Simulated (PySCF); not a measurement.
A side-by-side comparison of computed properties.

First species: benzvalene, C6H6.
InChI=1S/C6H6/c1-2-4-5-3(1)6(4)5/h1-6H

Second species: C6H7ClF2.
SMILES: `CC/C=C(F)\C(Cl)=C/F`

Levels: B3LYP/def2-SVPD for HOMO energy, LUMO energy, HOMO–LUMO gap and static isotropic polarisability; TDDFT B3LYP/def2-SVPD for lowest singlet excitation; TDA B3LYP/def2-SVPD for lowest triplet excitation (Tamm–Dancoff). Geometries: GFN2-xTB. All species are isolated and taken at one optimised geometry, non-relativistic unless stated; the electronic structure was computed with PySCF and density fitting.

The conformers computed, where there is a choice (atom-mapped SMILES and torsion angles):
- `[CH3:1][CH2:2]/[CH:3]=[C:4]([F:5])\[C:6]([Cl:7])=[CH:8]/[F:9]`: C1–C2–C3–C4 141°, C3–C4–C6–Cl7 -136°

The conformers of `C1=CC2C3C1C23` aren't listed.

Values for the first species:

| Item | Value |
| --- | --- |
| HOMO energy | -6.07 eV |
| LUMO energy | 0.01 eV |
| HOMO–LUMO gap | 6.08 eV |
| Lowest singlet excitation | 5.54 eV |
| Lowest triplet excitation (Tamm–Dancoff) | 3.64 eV |
| Static isotropic polarisability | 59.6 au |

Question: Estimate the same properties for the second species, and the change in each.

Answer: 
| property | first | second | second less first |
| --- | --- | --- | --- |
| HOMO energy | -6.07 eV | -6.96 eV | -0.89 eV |
| LUMO energy | 0.01 eV | -1.47 eV | -1.48 eV |
| HOMO–LUMO gap | 6.08 eV | 5.49 eV | -0.59 eV |
| lowest singlet excitation | 5.54 eV | 5.16 eV | -0.38 eV |
| lowest triplet excitation (Tamm–Dancoff) | 3.64 eV | 3.39 eV | -0.25 eV |
| static isotropic polarisability | 59.6 au | 90.9 au | +31.3 au |

On the first: The 8 singlets span 5.54 to 7.23 eV, and their oscillator strengths add up to 0.11. S1 lies 0.54 eV below the HOMO–LUMO gap; its leading configuration is HOMO→LUMO, weight 0.96.

On the second: The polarisability is 13.47 Å³ as a volume (1 au = 0.148185 Å³), or 1.17 au for each of the 78 electrons. S1 lies 0.33 eV below the HOMO–LUMO gap; its leading configuration is HOMO→LUMO, weight 0.94.
